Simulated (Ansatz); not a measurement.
AlBrH$_{3}$NSi (`Br[SiH]1[NH][AlH]1`), relaxed with RKS PBE0-D4/def2-TZVP in Ansatz 0.2.0 from a PBE-D4/def2-SVP geometry. The force threshold is 0.005 eV/Å; the program also tests the step.

The species carries charge 0 and has multiplicity 1.

Start:

```xyz
7

Br    2.213    0.247    1.777
Si    0.096    0.247    0.962
N    -0.037    0.476   -0.798
Al   -0.686   -1.206   -0.672
H    -0.602    1.276    1.814
H     0.223    1.272   -1.392
H    -1.207   -2.313   -1.691
```

| step | energy (eV) | largest force (eV/Å) | largest move (Å) |
| --- | --- | --- | --- |
| 1 | -86046.1751 | 0.683 | 0.000 |
| 2 | -86046.2092 | 0.416 | 0.031 |
| 3 | -86046.2160 | 0.066 | 0.027 |
| 4 | -86046.2167 | 0.026 | 0.014 |
| 5 | -86046.2167 | 0.020 | 0.006 |
| 6 | -86046.2168 | 0.008 | 0.004 |
| 7 | -86046.2168 | 0.004 | 0.001 |

End:

```xyz
7

Br    2.187    0.259    1.758
Si    0.095    0.246    0.943
N    -0.034    0.469   -0.780
Al   -0.679   -1.189   -0.670
H    -0.592    1.253    1.794
H     0.225    1.248   -1.369
H    -1.202   -2.286   -1.675
```

It took 29 s on 2 threads of an Intel Xeon 6975P-C on a shared host, with 0.49 GiB of host memory at the peak.
